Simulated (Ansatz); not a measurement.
Total energies of CH5NO2Sn, SMILES `[OH][SnH]1[NH]C[O]1`.

```xyz
10

O     1.713    1.198    1.528
Sn    0.967    0.616   -0.175
N    -1.053    0.424   -0.160
C    -0.917   -1.035   -0.310
O     0.470   -1.310   -0.213
H     1.194    0.891    2.277
H     2.020    1.297   -1.318
H    -1.638    0.865   -0.857
H    -1.315   -1.389   -1.272
H    -1.441   -1.556    0.501
```

Total charge 0; spin multiplicity 1. Correlated methods include outer-core shells of Sn, which these sets cover unevenly. Sn takes the def2 core potential. Geometry: relaxed with PBE0-D4/def2-TZVP. It is one conformer, not always the lowest. Basis def2-TZVPP, Ansatz.

RPA on PBE orbitals: Hartree–Fock energy of these orbitals -458.32142 Eh, correlation -1.78640 Eh (frozen core).

```
functional                                       kind  energy without D4 (Eh)  D4 term (kJ/mol)
       PBE                                        GGA              -460.44101             -20.8
    revPBE                                        GGA              -460.68500             -62.1
      PBE0         global hybrid, 25 % exact exchange              -460.45091             -17.5
   r2SCANh                      meta-GGA hybrid, 10 %              -460.64443              -5.3
   r2SCAN0                      meta-GGA hybrid, 25 %              -460.60416              -5.8
     BHLYP                        global hybrid, 50 %              -460.50726             -26.7
   LC-ωPBE                long-range corrected hybrid              -460.60752                 –
   ωB97M-V  range-separated hybrid meta-GGA with VV10              -460.58705                 –
    B2PLYP                              double hybrid              -460.33478                 –
  PBE-QIDH                              double hybrid              -460.22339                 –
```

Task: Give the same for LDA (SPW92), BLYP, r2SCAN, B97M-V, B3LYP, HSE06 (plane-wave form), CAM-B3LYP, ωB97X-V. (An estimate is asked.)

Result: Ansatz gave: 
```json
{"functional": "LDA (SPW92)", "kind": "LDA", "energy without D4 (Eh)": "-458.49380", "D4 term (kJ/mol)": "–"}
{"functional": "BLYP", "kind": "GGA", "energy without D4 (Eh)": "-460.60327", "D4 term (kJ/mol)": "-45.6"}
{"functional": "r2SCAN", "kind": "meta-GGA", "energy without D4 (Eh)": "-460.67247", "D4 term (kJ/mol)": "-4.9"}
{"functional": "B97M-V", "kind": "meta-GGA with VV10", "energy without D4 (Eh)": "-460.66514", "D4 term (kJ/mol)": "–"}
{"functional": "B3LYP", "kind": "global hybrid, 20 %", "energy without D4 (Eh)": "-460.78893", "D4 term (kJ/mol)": "-33.6"}
{"functional": "HSE06 (plane-wave form)", "kind": "screened hybrid", "energy without D4 (Eh)": "-460.43778", "D4 term (kJ/mol)": "-16.3"}
{"functional": "CAM-B3LYP", "kind": "range-separated hybrid", "energy without D4 (Eh)": "-460.60736", "D4 term (kJ/mol)": "-17.8"}
{"functional": "ωB97X-V", "kind": "range-separated hybrid GGA with VV10", "energy without D4 (Eh)": "-460.62052", "D4 term (kJ/mol)": "–"}
```

B3LYP takes the VWN-RPA correlation (the form of Gaussian; ORCA's B3LYP/G). HSE06 is the plane-wave form, built on full-range PBE exchange. The double hybrids freeze the cores in their second-order part.

LC-ωPBE has ω = 0.4 bohr⁻¹.
